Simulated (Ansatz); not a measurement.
Reaction (ligand exchange at the Si–C bond): `OC[SiH2]Br` + `[NH2][AlH2]` → `[AlH2][NH][SiH2]Br` + CH₃OH

Program: Ansatz. Geometries: PBE0-D4/def2-TZVP. ΔE: electronic, gas phase. CCSD(T)/CBS adds triple-zeta CCSD(T) − MP2 to the extrapolated MP2 energy (def2 sets, frozen cores). This one scheme is used for every species. Functionals use def2-TZVPP. B3LYP here is the variant with VWN-RPA as its local correlation; programs differ in this. HSE06 is defined as in plane-wave codes. For Br outer-core shells are correlated without core-valence functions, which leaves a few kJ/mol of doubt a bond. Scalar relativity is left out up to krypton. One conformer a species, not always the lowest.

`OC[SiH2]Br`:

Z-matrix (Å, degrees):
```
C
Si 1 1.884
O 1 1.415 2 112.3
H 1 1.100 2 110.0 3 -125.5
H 1 1.095 2 108.7 3 118.1
Br 2 2.234 1 105.9 3 53.9
H 2 1.484 1 112.3 3 171.7
H 2 1.481 1 112.3 3 -62.5
H 3 0.963 1 108.2 2 -54.6
```

`[NH2][AlH2]`:

Cartesian coordinates in Å:
```
N -0.712 0.608 -0.061
Al 0.629 -0.537 0.054
H -1.676 0.386 0.127
H -0.622 1.576 -0.324
H 0.298 -2.024 0.484
H 2.084 -0.008 -0.279
```

`[AlH2][NH][SiH2]Br`:

Cartesian coordinates in Å:
```
Al -0.886 1.582 -0.140
N 0.461 0.443 0.166
Si 0.416 -1.264 0.222
Br 1.235 -2.197 -1.639
H -2.330 0.968 -0.308
H -0.532 3.122 -0.198
H 1.387 0.845 0.247
H 1.246 -1.810 1.320
H -0.996 -1.689 0.330
```

CH₃OH:

```xyz
6

C    -0.190    0.079   -0.290
O     0.052   -0.418    1.005
H    -1.247   -0.084   -0.503
H     0.396   -0.445   -1.056
H     0.011    1.155   -0.370
H     0.979   -0.287    1.214
```

```
             level  ΔE (kJ/mol)  difference from CCSD(T)/CBS
         r2SCAN-D4        -74.6                          4.6
          B3LYP-D4        -77.3                          1.9
        r2SCANh-D4        -76.2                          3.0
        r2SCAN0-D4        -78.4                          0.8
          HSE06-D4        -73.1                          6.1
            B2PLYP        -79.5                         -0.3
               PBE        -65.9                         13.3
           r2SCAN0        -78.1                          1.1
             BHLYP        -83.0                         -3.8
RPA@PBE/def2-TZVPP        -80.0                         -0.8
      MP2/def2-SVP        -81.2                         -2.0
     HF/def2-TZVPP        -92.8                        -13.6
   CCSD/def2-TZVPP        -81.7                         -2.5
    MP2/def2-QZVPP        -82.7                         -3.5
SCS-MP2/def2-QZVPP        -84.3                         -5.1
    CCSD/CBS(def2)        -80.8                         -1.6
       CCSD(T)/CBS        -79.2                            0
```

Largest T1 diagnostic among the species: 0.011.

From BLYP to BHLYP (50 % exact exchange), in def2-TZVPP and without D4, ΔE moves by −11.3 kJ/mol. Leaving LDA and LC-ωPBE aside and taking each functional with its dispersion term where it has one, the values, not all of them listed here, spread over 18.4 kJ/mol, from BHLYP-D4 to PBE-D4. LDA lies +3.2 kJ/mol from PBE without D4.
